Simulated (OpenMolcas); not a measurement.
# Ru5+: moving or changing the point charges

Ru5+ among 6 point charges of -1 e arranged as a tetragonal octahedron (D4h), 1.82 Å from the ion, with the axial distance 1.565 Å.
```
   1.8200    0.0000    0.0000  -1.00
   0.0000    1.8200    0.0000  -1.00
  -1.8200    0.0000    0.0000  -1.00
   0.0000   -1.8200    0.0000  -1.00
   0.0000    0.0000    1.5652  -1.00
   0.0000    0.0000   -1.5652  -1.00
```

| Item | Value |
| --- | --- |
| Program | OpenMolcas |
| Method | CASSCF |
| Basis | ANO-RCC-VTZP [7s6p4d2f1g] |
| Scalar Hamiltonian | DKH2, point nucleus |
| Active space | 3 electrons in 5 orbitals (4d) |
| State averaging | 2S+1 = 4 even, 10 roots; 2S+1 = 2 even, 40 roots |
| Spin-orbit coupling | state interaction with AMFI integrals over the reference wave functions |

Runs around this geometry, states (labels of D4, the rotations of D4h). Energies in cm-1 above the lowest state or level, χT in cm3 K/mol.

```json
{"R (Å)": "1.82", "q (e)": "-1", "Axial / equatorial distance": "0.79", "Ground state": "4B1", "First state of that spin": "4E 5182", "First gap with spin-orbit (degeneracies)": "151.9 (2, 2)", "χT at 300 K": "0.955", "First state of another spin": "2E 17068"}
{"R (Å)": "1.82", "q (e)": "-0.65", "Axial / equatorial distance": "0.86", "Ground state": "4B1", "First state of that spin": "4B2 3349", "First gap with spin-orbit (degeneracies)": "170.9 (2, 2)", "χT at 300 K": "0.669", "First state of another spin": "2B1 17914"}
{"R (Å)": "1.74", "q (e)": "-1", "Axial / equatorial distance": "0.86", "Ground state": "4B1", "First state of that spin": "4B2 6415", "First gap with spin-orbit (degeneracies)": "88.6 (2, 2)", "χT at 300 K": "1.090", "First state of another spin": "2B1 18129"}
{"R (Å)": "1.82", "q (e)": "-1", "Axial / equatorial distance": "0.86", "Ground state": "4B1", "First state of that spin": "4B2 5161", "First gap with spin-orbit (degeneracies)": "114.9 (2, 2)", "χT at 300 K": "0.946", "First state of another spin": "2B1 18032"}
{"R (Å)": "2", "q (e)": "-1", "Axial / equatorial distance": "0.86", "Ground state": "4B1", "First state of that spin": "4B2 3250", "First gap with spin-orbit (degeneracies)": "184.1 (2, 2)", "χT at 300 K": "0.634", "First state of another spin": "2B1 17818"}
```

Taking the first state of the same spin as R^-n, n = -ln(3250 / 6415) / ln(2 / 1.74) = 4.9 between the shortest and longest distance.

Scaling the charges by -0.65 / -1 = 0.65 scales the first state of the same spin by 3349 / 5161 = 0.65; with fixed orbitals a first-order splitting would follow the charge.

Without dynamic correlation the repulsion within the d shell is too large (B by tens of per cent), so at a given field states of lower spin stand too high. Point charges carry no covalency, so the field is a model and not that of real ligands. No measured value stands beside these numbers.
